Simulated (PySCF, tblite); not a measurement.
Isomers of C5H9FOSi, one GFN2-xTB conformer each. Single-point energies are computed at PBE0/pcSseg-1 (PySCF, gas phase, no added dispersion term), electronic only.

```json
{"SMILES": "CC[SiH2]/C(F)=C\\C=O", "GFN2-xTB relative energy (kcal/mol)": "112.2"}
{"SMILES": "O=C(F)[C@H]1C[C@H]([SiH3])C1", "GFN2-xTB relative energy (kcal/mol)": "82.1"}
{"SMILES": "F[SiH2]OC1=CCCC1", "GFN2-xTB relative energy (kcal/mol)": "0.0"}
{"SMILES": "C=C1CO[C@@H](F)C[SiH2]1", "GFN2-xTB relative energy (kcal/mol)": "91.6"}
```

Conformers: `[CH3:1][CH2:2][SiH2:3]/[C:4]([F:5])=[CH:6]\[CH:7]=[O:8]` with C1–C2–Si3–C4 179°, C2–Si3–C4–F5 -3°, C4–C6–C7–O8 180°; `[O:1]=[C:2]([F:3])[C@H:4]1[CH2:5][C@H:6]([SiH3:7])[CH2:8]1` with O1–C2–C4–C5 -9°, C2–C4–C5–C6 127°, C4–C5–C6–Si7 106°, C5–C6–C8–C4 11°, C2–C4–C8–C6 -130°; `[F:1][SiH2:2][O:3][C:4]1=[CH:5][CH2:6][CH2:7][CH2:8]1` with F1–Si2–O3–C4 64°, Si2–O3–C4–C5 -4°, C4–C5–C6–C7 12°, C5–C6–C7–C8 -18°, C6–C7–C8–C4 18°, O3–C4–C8–C7 170°; `[CH2:1]=[C:2]1[CH2:3][O:4][C@@H:5]([F:6])[CH2:7][SiH2:8]1` with C1–C2–C3–O4 -130°, C2–C3–O4–C5 -65°, C3–O4–C5–F6 -54°, O4–C5–C7–Si8 -56°.

Task: What does PBE0/pcSseg-1 give for the same structures?

Result: 
| SMILES | PBE0/pcSseg-1 E (Eh) | PBE0/pcSseg-1 (kcal/mol) | GFN2-xTB (kcal/mol) | point group |
| --- | --- | --- | --- | --- |
| F[SiH2]OC1=CCCC1 | -659.99793 | 0.0 | 0.0 | C1 |
| O=C(F)[C@H]1C[C@H]([SiH3])C1 | -659.90808 | 56.4 | 82.1 | C1 |
| C=C1CO[C@@H](F)C[SiH2]1 | -659.90180 | 60.3 | 91.6 | C1 |
| CC[SiH2]/C(F)=C\C=O | -659.88943 | 68.1 | 112.2 | near Cs |

Both levels put the same isomer lowest; measured from each level's own lowest isomer, the values differ by up to 44.1 kcal/mol (CC[SiH2]/C(F)=C\C=O: 112.2 against 68.1). As drawn, the lowest has an Si–O bond and an Si–F bond, which the highest lacks; the highest has a C=O bond and an Si–C bond, which the lowest lacks.

Task: Which frontier levels, dipoles and rotational constants go with these structures?

Result: 
| SMILES | HOMO (eV, PBE0/pcSseg-1) | LUMO (eV) | dipole (D) | A, B, C (MHz) |
| --- | --- | --- | --- | --- |
| F[SiH2]OC1=CCCC1 | -6.59 | 0.44 | 1.61 | 4385, 886.8, 795.4 |
| O=C(F)[C@H]1C[C@H]([SiH3])C1 | -8.53 | -0.50 | 2.85 | 4649, 807.1, 752.6 |
| C=C1CO[C@@H](F)C[SiH2]1 | -7.73 | -0.42 | 1.47 | 2584, 1557, 1160 |
| CC[SiH2]/C(F)=C\C=O | -7.60 | -1.99 | 3.96 | 3586, 753.4, 632.2 |

Task: What happens when harmonic zero-point energies from GFN2-xTB frequencies are added?

Result: 
```csv
SMILES,ZPE (kcal/mol),electronic (kcal/mol),with ZPE (kcal/mol)
F[SiH2]OC1=CCCC1,80.9,0.0,0.0
O=C(F)[C@H]1C[C@H]([SiH3])C1,78.2,56.4,53.7
C=C1CO[C@@H](F)C[SiH2]1,79.5,60.3,58.9
CC[SiH2]/C(F)=C\C=O,77.6,68.1,64.8
```

The zero-point energies span 3.3 kcal/mol. The order is unchanged.
